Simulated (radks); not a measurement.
Numerical settings for neutral lanthanum, [Xe] 5d1 6s2. Method: scalar-relativistic Kohn-Sham, r2SCAN, spin-polarised, spherical densities, finite nucleus; open shells are filled with parallel spins first (spin-orbit coupling, left out, can overturn this in heavy ions); meta-GGA in the generalised Kohn-Sham scheme; Fermi nuclear charge, rms radius 4.855 fm; computed with a radial shooting solver on a logarithmic mesh with Libxc functionals. The defaults (mesh step 0.008 in ln r, mesh end at 40 bohr or more with all orbitals vanishing there, Anderson mixing 0.5 over 9 steps, residual threshold near 1e-9 with the energy settled to 1e-9 hartree or 1e-11 of itself, here a cap of 89 iterations) give E = -8493.960 hartree and 5d at -3.333 eV in 14 iterations. Run on one thread of a shared host, so times are rough (Arm Neoverse V2): 0.24 s of CPU time, 0.24 s wall, 14 iterations on 2440 mesh points. Changes against that run (0 stands for a change within the tolerance of the run):

mesh step in ln r 0.012: iterations 12; converged yes; E (mhartree) 0; e(5d) (meV) +0.012; CPU (s) 0.14
mesh step in ln r 0.05: iterations 13; converged yes; E (mhartree) -2.97; e(5d) (meV) -0.33; CPU (s) 0.05
mesh step in ln r 0.003: iterations 16; converged yes; E (mhartree) 0; e(5d) (meV) -0.00836; CPU (s) 0.67
mesh end (bohr) 5: iterations 11; converged level above zero; E (mhartree) +455; e(5d) (meV) +5.08e+03; CPU (s) 0.16
mesh end (bohr) 20: iterations 14; converged yes; E (mhartree) 0; e(5d) (meV) +0.0299; CPU (s) 0.23
residual threshold 0.01: iterations 11; converged yes; E (mhartree) 0; e(5d) (meV) -0.0455; CPU (s) 0.2
residual threshold 1e-16: iterations 89; converged no; E (mhartree) 0; e(5d) (meV) -0.00452; CPU (s) 0.71
mixing 0.01: iterations 23; converged yes; E (mhartree) 0; e(5d) (meV) +0.0718; CPU (s) 0.36
linear mixing, mixing 0.5: iterations 23; converged yes; E (mhartree) 0; e(5d) (meV) +0.0819; CPU (s) 0.35
linear mixing, mixing 0.8: iterations 54; converged no; E (mhartree) diverged; CPU (s) 0.64
mixing history 20: iterations 14; converged yes; E (mhartree) 0; e(5d) (meV) +0.00774; CPU (s) 0.24
iteration cap 3: iterations 3; converged no; E (mhartree) +88.9; e(5d) (meV) -104; CPU (s) 0.07

Settled on a wrong energy, with an occupied level pushed above zero by the early mesh end: mesh end (bohr) 5 (+0.455 hartree). Apart from these: settings that end as converged yet miss the energy by more than 1 mhartree: mesh step in ln r 0.05 (-0.00297 hartree). A mesh that ends early acts as a hard wall.
